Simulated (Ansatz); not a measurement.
Job for Ansatz (an electronic-structure program): R-B3LYP/def2-TZVPPD on CH5FO (a complex). Files ending in .json are basis or fitting sets from the Basis Set Exchange.

Ansatz 0.2 input:
```yaml
crystal:
  periodic: [false, false, false]
  atoms:
    - {symbol: F, position_ang: [0.08506701, 0.01289622, 0.23578509]}
    - {symbol: H, position_ang: [-0.21589527, -0.06029420, 1.13358064]}
    - {symbol: C, position_ang: [0.51629070, 0.39583176, 3.51331580]}
    - {symbol: O, position_ang: [-0.55307262, -0.16388145, 2.73953680]}
    - {symbol: H, position_ang: [0.24462513, 0.44799337, 4.56941960]}
    - {symbol: H, position_ang: [0.67528962, 1.40290933, 3.13551849]}
    - {symbol: H, position_ang: [1.43804009, -0.17811540, 3.39436043]}
    - {symbol: H, position_ang: [-0.72805514, -1.06378596, 3.03493647]}
basis:
  gaussian:
    orbitals: def2-TZVPPD.json
hamiltonian:
  xc: {name: B3LYP}
scf: {lower_state_search: off}
```

The head of its log:

```
WARN ansatz: RAYON_NUM_THREADS=1 ignored (pool sized by the plan → 1); use --threads N
Functional definition: B3LYP
these checks for a lower state are left out or cut short: stability, starts, cluster_reference, orbital_swaps, neighbouring_geometries, increment
integrals: 0.07 GiB planned
850 factors; their error is unknown
mean field: 0.84 GiB planned
mean field evaluation 1: about -5879.4312 eV, gradient 6.0e1 eV
mean field evaluation 2: about -5872.8122 eV, gradient 8.8e1 eV
```

Problem. Predict the final total energy.

Solution. -216.2909 hartree.
